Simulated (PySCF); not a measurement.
CH7AlO3Si, SMILES C[SiH2][O][Al]([OH])[OH].

Coordinates come from a B3LYP-D3(BJ)/def2-SVP optimisation. The structure was generated by enumeration; whether it is a known compound was not checked. The values are those of a single conformer.

Method: TDA-PBE/def2-SVPD (PySCF).

Vertical excitations. 

```
state  energy (eV)  λ (nm)      f                                             main pairs
-----  -----------  ------  -----  -----------------------------------------------------
S1            5.48     226  0.008                                        HOMO→LUMO 100 %
S2            5.50     225  0.000                                      HOMO−1→LUMO 100 %
S3            5.90     210  0.000                                      HOMO−2→LUMO 100 %
S4            6.47     192  0.059                                       HOMO−3→LUMO 98 %
S5            6.55     189  0.024                                       HOMO−4→LUMO 98 %
S6            6.64     187  0.058                                       HOMO−5→LUMO 96 %
S7            7.12     174  0.001                                       HOMO→LUMO+1 94 %
S8            7.18     173  0.002                                     HOMO−1→LUMO+2 91 %
S9            7.20     172  0.035  HOMO→LUMO+2 49 %, HOMO−1→LUMO+1 31 %, HOMO−6→LUMO 9 %
S10           7.22     172  0.051                                       HOMO−6→LUMO 85 %
T1            5.37     231      0                                        HOMO→LUMO 100 %
T2            5.39     230      0                                      HOMO−1→LUMO 100 %
T3            5.69     218      0                                      HOMO−2→LUMO 100 %
T4            6.12     203      0                                       HOMO−3→LUMO 98 %
```
Triplets are in the Tamm–Dancoff approximation.
